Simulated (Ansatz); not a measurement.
One change: `CBC[SiH2]F` becomes `NC[SiH2]F`.

Ansatz, PBE0-D4/def2-TZVP geometries, multiplicity 1. Each molecule was computed in one conformer, which needn't be the lowest.

| property | `CBC[SiH2]F` |
| --- | --- |
| HOMO energy (PBE/def2-TZVPP) / eV | -7.40 |
| LUMO energy (ωB97M-V/def2-TZVPP) / eV | 0.97 |
| size of the dipole moment (PBE/def2-TZVPP) / D | 1.37 |
| LUMO energy (PBE0/def2-TZVPP) / eV | -0.94 |
| LUMO energy (B3LYP/def2-TZVPP) / eV | -1.15 |
| HOMO–LUMO gap (PBE/def2-TZVPP) / eV | 5.49 |

Q: Give the same properties after the change, and the shifts. (Best estimate.)

A: The calculation gave: 
| property | `NC[SiH2]F` | shift |
| --- | --- | --- |
| HOMO energy (PBE/def2-TZVPP) / eV | -5.70 | 1.70 |
| LUMO energy (ωB97M-V/def2-TZVPP) / eV | 1.92 | 0.95 |
| size of the dipole moment (PBE/def2-TZVPP) / D | 2.32 | 0.95 |
| LUMO energy (PBE0/def2-TZVPP) / eV | 0.31 | 1.25 |
| LUMO energy (B3LYP/def2-TZVPP) / eV | 0.04 | 1.19 |
| HOMO–LUMO gap (PBE/def2-TZVPP) / eV | 5.13 | -0.36 |

With PBE0 the HOMO rises by 1.58 eV and the LUMO rises by 1.25 eV, so the gap narrows by about 0.33 eV. PBE moves the HOMO by 1.70 eV and ωB97M-V by 1.46 eV. The zero-point energy changes by -56.1 kJ/mol with -9 modes. Dipoles are sizes alone; their direction can turn.

Positive LUMOs are unbound, so they and the gaps depend on the basis.

B3LYP here is the variant with VWN-RPA as its local correlation; programs differ in this.
